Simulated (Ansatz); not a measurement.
Reaction (cleavage of the Si–Si bond): `C[SiH](O)[Si](O)(O)O` + `O[SiH2]O` → `C[SiH](O)O[SiH2]O` + `O[SiH](O)O`

Computed with Ansatz on PBE0-D4/def2-TZVP structures; ΔE is electronic, products minus reactants. CBS: MP2 limit from def2 TZ/QZ plus the TZ coupled-cluster correction, frozen cores. DFT in def2-TZVPP. B3LYP here is the variant with VWN-RPA as its local correlation; programs differ in this. Each species was taken in one conformer, which may not be the lowest.

```json
{"level": "PBE-D4", "ΔE (kJ/mol)": "-123.0", "difference from CCSD(T)/CBS": "31.3"}
{"level": "PBE0-D4", "ΔE (kJ/mol)": "-135.4", "difference from CCSD(T)/CBS": "18.9"}
{"level": "B3LYP-D4", "ΔE (kJ/mol)": "-149.0", "difference from CCSD(T)/CBS": "5.3"}
{"level": "ωB97X-V", "ΔE (kJ/mol)": "-149.0", "difference from CCSD(T)/CBS": "5.3"}
{"level": "B2PLYP", "ΔE (kJ/mol)": "-156.2", "difference from CCSD(T)/CBS": "-1.9"}
{"level": "PBE", "ΔE (kJ/mol)": "-123.8", "difference from CCSD(T)/CBS": "30.5"}
{"level": "PBE0", "ΔE (kJ/mol)": "-136.4", "difference from CCSD(T)/CBS": "17.9"}
{"level": "MP2/def2-TZVPP", "ΔE (kJ/mol)": "-161.0", "difference from CCSD(T)/CBS": "-6.7"}
{"level": "SCS-MP2/def2-TZVPP", "ΔE (kJ/mol)": "-163.7", "difference from CCSD(T)/CBS": "-9.4"}
{"level": "CCSD/def2-TZVPP", "ΔE (kJ/mol)": "-159.4", "difference from CCSD(T)/CBS": "-5.1"}
{"level": "CCSD(T)/def2-TZVPP", "ΔE (kJ/mol)": "-155.5", "difference from CCSD(T)/CBS": "-1.2"}
{"level": "HF/def2-QZVPP", "ΔE (kJ/mol)": "-183.4", "difference from CCSD(T)/CBS": "-29.1"}
{"level": "MP2/def2-QZVPP", "ΔE (kJ/mol)": "-161.1", "difference from CCSD(T)/CBS": "-6.8"}
{"level": "SCS-MP2/def2-QZVPP", "ΔE (kJ/mol)": "-163.7", "difference from CCSD(T)/CBS": "-9.4"}
{"level": "MP2/CBS(def2)", "ΔE (kJ/mol)": "-159.8", "difference from CCSD(T)/CBS": "-5.5"}
{"level": "CCSD/CBS(def2)", "ΔE (kJ/mol)": "-158.2", "difference from CCSD(T)/CBS": "-3.9"}
{"level": "CCSD(T)/CBS", "ΔE (kJ/mol)": "-154.3", "difference from CCSD(T)/CBS": "0"}
```

Largest T1 diagnostic among the species: 0.012.

In def2-TZVPP, CCSD(T) changes the Hartree–Fock value by +25.5 kJ/mol (the triples alone add +3.9 kJ/mol) and MP2 by +20.0 kJ/mol. From PBE to PBE0 (25 % exact exchange), in def2-TZVPP and without D4, ΔE moves by −12.6 kJ/mol.
